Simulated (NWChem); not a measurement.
All runs are NWChem calculations. System: H4Sn, charge 0, spin multiplicity 1, at a geometry optimised with B3LYP/def2-SVP with def2 effective core potentials on Sn. The structure started from a generated list of species. Level: G0W0@PBE0/def2-TZVPD with def2 effective core potentials on Sn, RI basis def2-tzvpd-rifit, no spin-orbit coupling.

Input file:

```
start mol
memory heap 200 mb stack 700 mb global 1700 mb
geometry units angstroms nocenter noautoz
  Sn     0.000000     0.000000     0.000000
  H      1.401986     0.000000    -0.991344
  H     -1.401986     0.000000    -0.991344
  H      0.000000     1.401985     0.991344
  H      0.000000    -1.401985     0.991344
  symmetry group C2v
end
basis spherical
  * library def2-tzvpd
end
ecp
  Sn library def2-ecp
end
basis "ri basis" bse spherical
  * library def2-tzvpd-rifit
end
dft
  xc pbe0
  iterations 100
  direct
  tolerances tight
end
task dft energy
gw
  states alpha occ 4 vir 2
end
task dft gw
```

NWChem printed:

```
             Northwest Computational Chemistry Package (NWChem) 7.3.0
             --------------------------------------------------------

                                NWChem Input Module
                                -------------------

 Scaling coordinates for geometry "geometry" by  1.889725989
 (inverse scale =  0.529177249)

 Turning off AUTOSYM since
 SYMMETRY directive was detected!

                             Geometry "geometry" -> ""
                             -------------------------

 Output coordinates in angstroms (scale by  1.889725989 to convert to a.u.)

  No.       Tag          Charge          X              Y              Z
 ---- ---------------- ---------- -------------- -------------- --------------
    1 Sn                  50.0000     0.00000000     0.00000000     0.00000000
    2 H                    1.0000     1.40198600     0.00000000    -0.99134400
    3 H                    1.0000    -1.40198600     0.00000000    -0.99134400
    4 H                    1.0000     0.00000000     1.40198500     0.99134400
    5 H                    1.0000     0.00000000    -1.40198500     0.99134400

 Effective nuclear repulsion energy (a.u.)      62.7696180857

            Nuclear Dipole moment (a.u.)
            ----------------------------
        X                 Y               Z
 ---------------- ---------------- ----------------
     0.0000000000     0.0000000000     0.0000000000

      Symmetry information
      --------------------

 Group name             C2v
 Group number             16
 Group order               4
 No. of unique centers     3

      Symmetry unique atoms

     1    2    4


 Summary of "ao basis" -> "" (spherical)
 ------------------------------------------------------------------------------
       Tag                 Description            Shells   Functions and Types
 ---------------- ------------------------------  ------  ---------------------
 *                         def2-tzvpd                 on all atoms

 Summary of "ri basis" -> "" (spherical)
 ------------------------------------------------------------------------------
       Tag                 Description            Shells   Functions and Types
 ---------------- ------------------------------  ------  ---------------------
 *                      def2-tzvpd-rifit              on all atoms

                                 NWChem DFT Module
                                 -----------------

 Summary of "ao basis" -> "ao basis" (spherical)
 ------------------------------------------------------------------------------
       Tag                 Description            Shells   Functions and Types
 ---------------- ------------------------------  ------  ---------------------
 Sn                        def2-tzvpd               18       56   7s5p4d2f
 H                         def2-tzvpd                5        9   3s2p

 Summary of "ao basis" -> "ao basis" (spherical)
 ------------------------------------------------------------------------------
       Tag                 Description            Shells   Functions and Types
 ---------------- ------------------------------  ------  ---------------------
 Sn                        def2-tzvpd               18       56   7s5p4d2f
 H                         def2-tzvpd                5        9   3s2p

      Symmetry analysis of basis
      --------------------------

        a1         38
        a2         10
        b1         22
        b2         22

            General Information
            -------------------
          SCF calculation type: DFT
          Wavefunction type:  closed shell.
          No. of atoms     :     5
          No. of electrons :    26
           Alpha electrons :    13
            Beta electrons :    13
          Charge           :     0
          Spin multiplicity:     1
          Use of symmetry is: on ; symmetry adaption is: on
          Maximum number of iterations: 100
          This is a Direct SCF calculation.
          AO basis - number of functions:    92
                     number of shells:    38
          Convergence on energy requested:  1.00D-06
          Convergence on density requested:  1.00D-05
          Convergence on gradient requested:  5.00D-04

              XC Information
              --------------
                         PBE0 Method XC Functional
                     Hartree-Fock (Exact) Exchange  0.250
          PerdewBurkeErnzerhof Exchange Functional  0.750
            Perdew 1991 LDA Correlation Functional  1.000 local
           PerdewBurkeErnz. Correlation Functional  1.000 non-local

             Grid Information
             ----------------
          Grid used for XC integration:  medium
          Radial quadrature: Mura-Knowles
          Angular quadrature: Lebedev.
          Tag              B.-S. Rad. Rad. Pts. Rad. Cut. Ang. Pts.
          ---              ---------- --------- --------- ---------
          Sn                  1.45      123           9.0       590
          H                   0.35       45          10.0       434
          Grid pruning is: on
          Number of quadrature shells:   213
          Spatial weights used:  Erf1

          Convergence Information
          -----------------------
          Convergence aids based upon iterative change in
          total energy or number of iterations.
          Levelshifting, if invoked, occurs when the
          HOMO/LUMO gap drops below (HL_TOL):  1.00D-02
          DIIS, if invoked, will attempt to extrapolate
          using up to (NFOCK): 10 stored Fock matrices.

                    Damping( 0%)  Levelshifting(0.5)       DIIS
[...]
     6 b2          7 b1          8 a2          9 a1         10 a1
    11 b2         12 b1         13 a1         14 a1         15 a1
    16 b1         17 b2         18 a2         19 a1         20 a1
    21 b2         22 b1         23 a1

 Grid integrated density:      25.999969288441
 Requested integration accuracy:   0.10E-05

   convergence    iter        energy       DeltaE   RMS-Dens  Diis-err    time
 ---------------- ----- ----------------- --------- --------- ---------  ------
 d= 0,ls=0.0,diis     1   -216.6518275551 -2.45D+02  6.48D-03  7.21D-02     2.1
 Grid integrated density:      25.999969563025
 Requested integration accuracy:   0.10E-05
 d= 0,ls=0.0,diis     2   -216.6629895748 -1.12D-02  1.90D-03  1.06D-02     3.2
 Grid integrated density:      25.999969593686
 Requested integration accuracy:   0.10E-05
 d= 0,ls=0.0,diis     3   -216.6642572033 -1.27D-03  6.88D-04  4.93D-03     4.5
 Grid integrated density:      25.999969568469
 Requested integration accuracy:   0.10E-05
 d= 0,ls=0.0,diis     4   -216.6646414255 -3.84D-04  1.13D-04  2.80D-05     5.4
 Grid integrated density:      25.999969571304
 Requested integration accuracy:   0.10E-05
 d= 0,ls=0.0,diis     5   -216.6646473033 -5.88D-06  6.64D-06  1.12D-07     6.4
 Grid integrated density:      25.999969570861
 Requested integration accuracy:   0.10E-05
 d= 0,ls=0.0,diis     6   -216.6646473299 -2.66D-08  1.45D-06  1.87D-09     7.3

         Total DFT energy =     -216.664647329939
      One electron energy =     -434.854984649679
           Coulomb energy =      209.410364970526
    Exchange-Corr. energy =      -19.472775014387
 Nuclear repulsion energy =       28.252747363601

 Numeric. integr. density =       25.999969570861

     Total iterative time =      6.4s

                  Occupations of the irreducible representations
                  ----------------------------------------------

                     irrep           alpha         beta
                     --------     --------     --------
                     a1                6.0          6.0
                     a2                1.0          1.0
                     b1                3.0          3.0
                     b2                3.0          3.0

                       DFT Final Molecular Orbital Analysis
                       ------------------------------------

 Vector   11  Occ=2.000000D+00  E=-3.361598D-01  Symmetry=b2
              MO Center=  4.2D-15, -6.0D-10,  6.7D-01, r^2= 2.8D+00
   Bfn.  Coefficient  Atom+Function         Bfn.  Coefficient  Atom+Function
  ----- ------------  ---------------      ----- ------------  ---------------
    12      0.266223  1 Sn py                18     -0.253264  1 Sn py
    76     -0.243585  4 H  s                 85      0.243585  5 H  s
    15     -0.238406  1 Sn py                75     -0.134207  4 H  s
    84      0.134207  5 H  s                 77     -0.133473  4 H  s
    86      0.133473  5 H  s                 24      0.123761  1 Sn d -1

 Vector   12  Occ=2.000000D+00  E=-3.361597D-01  Symmetry=b1
              MO Center=  5.4D-16,  4.5D-19, -6.7D-01, r^2= 2.8D+00
   Bfn.  Coefficient  Atom+Function         Bfn.  Coefficient  Atom+Function
  ----- ------------  ---------------      ----- ------------  ---------------
    11      0.266223  1 Sn px                17     -0.253264  1 Sn px
    58     -0.243585  2 H  s                 67      0.243585  3 H  s
    14     -0.238406  1 Sn px                57     -0.134207  2 H  s
    66      0.134207  3 H  s                 59     -0.133473  2 H  s
    68      0.133473  3 H  s                 26      0.123761  1 Sn d  1

 Vector   13  Occ=2.000000D+00  E=-3.361585D-01  Symmetry=a1
              MO Center= -1.3D-15,  6.0D-10, -6.9D-07, r^2= 3.2D+00
   Bfn.  Coefficient  Atom+Function         Bfn.  Coefficient  Atom+Function
  ----- ------------  ---------------      ----- ------------  ---------------
    13      0.266222  1 Sn pz                19     -0.253265  1 Sn pz
    16     -0.238406  1 Sn pz                58      0.172241  2 H  s
    67      0.172241  3 H  s                 76     -0.172240  4 H  s
    85     -0.172240  5 H  s                 27     -0.123763  1 Sn d  2
    57      0.094899  2 H  s                 66      0.094899  3 H  s

 Vector   14  Occ=0.000000D+00  E=-6.309065D-03  Symmetry=a1
              MO Center= -3.1D-14, -3.0D-14,  3.1D-07, r^2= 9.4D+00
   Bfn.  Coefficient  Atom+Function         Bfn.  Coefficient  Atom+Function
  ----- ------------  ---------------      ----- ------------  ---------------
     6      1.439496  1 Sn s                  7     -1.295083  1 Sn s
     5      0.390086  1 Sn s                  2      0.355716  1 Sn s
     3     -0.303193  1 Sn s                  1     -0.224560  1 Sn s
    59     -0.212446  2 H  s                 68     -0.212446  3 H  s
    77     -0.212446  4 H  s                 86     -0.212446  5 H  s

 Vector   15  Occ=0.000000D+00  E= 1.814763D-02  Symmetry=a1
              MO Center=  1.5D-09,  2.4D-09, -3.7D-06, r^2= 6.9D+00
   Bfn.  Coefficient  Atom+Function         Bfn.  Coefficient  Atom+Function
  ----- ------------  ---------------      ----- ------------  ---------------
    22      0.468990  1 Sn pz                42      0.443605  1 Sn d  2
    19      0.343380  1 Sn pz                59      0.223371  2 H  s
    68      0.223371  3 H  s                 77     -0.223372  4 H  s
    86     -0.223372  5 H  s                 13     -0.160716  1 Sn pz
    27     -0.146050  1 Sn d  2              16      0.142545  1 Sn pz

 Vector   16  Occ=0.000000D+00  E= 1.814900D-02  Symmetry=b1
              MO Center= -1.5D-09, -2.0D-14,  5.7D-01, r^2= 6.6D+00
   Bfn.  Coefficient  Atom+Function         Bfn.  Coefficient  Atom+Function
  ----- ------------  ---------------      ----- ------------  ---------------
    20      0.468986  1 Sn px                41     -0.443617  1 Sn d  1
    17      0.343381  1 Sn px                59     -0.315893  2 H  s
    68      0.315893  3 H  s                 11     -0.160714  1 Sn px
    58     -0.151586  2 H  s                 67      0.151586  3 H  s
    26      0.146049  1 Sn d  1              14      0.142543  1 Sn px

 center of mass
 --------------
 x =   0.00000000 y =   0.00000000 z =   0.00000000

 moments of inertia (a.u.)
 ------------------
          28.296031967060           0.000000000000           0.000000000000
           0.000000000000          28.296052150087           0.000000000000
           0.000000000000           0.000000000000          28.296311908863

     Multipole analysis of the density
     ---------------------------------

     L   x y z        total         alpha         beta         nuclear
     -   - - -        -----         -----         ----         -------
     0   0 0 0      0.000000    -13.000000    -13.000000     26.000000

     1   1 0 0      0.000000      0.000000      0.000000      0.000000
     1   0 1 0      0.000000      0.000000      0.000000      0.000000
     1   0 0 1      0.000000      0.000000      0.000000      0.000000

     2   2 0 0    -21.376863    -17.707590    -17.707590     14.038316
     2   1 1 0      0.000000      0.000000      0.000000      0.000000
     2   1 0 1     -0.000000     -0.000000     -0.000000      0.000000
     2   0 2 0    -21.376862    -17.707579    -17.707579     14.038296
     2   0 1 1      0.000000      0.000000      0.000000      0.000000
     2   0 0 2    -21.376849    -17.707444    -17.707444     14.038038

 Task  times  cpu:        7.3s     wall:        7.3s

                                NWChem Input Module
                                -------------------

                                 NWChem GW Module
                                 ----------------

                             ***********************
                             ***        GW       ***
                             ***********************

 Summary of "ri basis" -> "ri basis" (spherical)
 ------------------------------------------------------------------------------
       Tag                 Description            Shells   Functions and Types
 ---------------- ------------------------------  ------  ---------------------
 Sn                     def2-tzvpd-rifit            42      200   10s9p9d7f4g3h
 H                      def2-tzvpd-rifit            10       24   5s3p2d

                 Memory Information
                 ------------------
          Available GA per process is          1699.9 MBs
          Available stack per process is        700.0 MBs
          Available heap per process is           0.0 MBs

          Peak memory in Initialization
              Peak GA per process is                  3.8 MBs
              Peak stack per process is               0.1 MBs
              Peak heap per process is                4.1 MBs
              Memory not in MA per process            0.0 MBs

          Peak memory in AFF Calculation
              Peak GA per process is                 13.4 MBs
              Peak stack per process is               8.0 MBs
              Peak heap per process is                0.0 MBs
              Memory not in MA per process            8.0 MBs

          Computing 2-center integrals
          Computing Inverse Cholesky factor
          Computing 3-center integrals
          Computing V_xc ...

 Grid integrated density:      25.999969570863
 Requested integration accuracy:   0.10E-05
          Computing Sigma_x
          Computing RPA polarizability
          Solving quasiparticle equations

                  Alpha Orbitals
          State     Energy (eV)     Error (eV)
          -----------------------------------
@GW        10        -16.291           0.004
@GW        11        -11.371           0.005
@GW        12        -11.371           0.005
@GW        13        -11.371           0.005
@GW        14          1.316           0.003
@GW        15          2.134           0.003

   Applying  -2.2232 eV scissor-shift to rest of particle states

   Applying   1.4876 eV scissor-shift to rest of hole states

     GW Timing Statistics
   ------------------------
   Init.   :          0.1s
     ERIs  :          0.8s
     Distr.:          0.0s
     Vxc   :          0.6s
   Sigma_x :          0.0s
   RPA     :          0.2s
   Wmn     :          0.0s
   Sigma_c :          0.0s
   GW total:          1.9s

 Task  times  cpu:        1.9s     wall:        1.9s

 Total times  cpu:        9.2s     wall:        9.2s
```
